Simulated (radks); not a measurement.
Question: All-electron atom: C II in 1s1.5 2s2 2p1 3s0.5 (fractional occupations, a model configuration). All-electron calculation, Dirac Kohn-Sham, exchange-only B88, spin-unpolarised, spherical densities, point nucleus; open shells are shared between the two j in proportion to 2j + 1. Program: a radial shooting solver on a logarithmic mesh with Libxc functionals. Some entries of the table are withheld. Estimate them.

orbital,occ.,eigenvalue (eV),<r^2> (bohr^2),<1/r> (bohr^-1)
1s1/2,1.5,(1),0.09350,5.778
2s1/2,2,-30.9562,2.169,1.076
2p1/2,0.333333,(2),2.140,1.002
2p3/2,0.666667,(3),2.143,1.002
3s1/2,0.5,-6.4103,22.27,0.3087

Answer: 
(1) 1s1/2 eigenvalue (eV): -318.7473
(2) 2p1/2 eigenvalue (eV): -22.4023
(3) 2p3/2 eigenvalue (eV): -22.3844
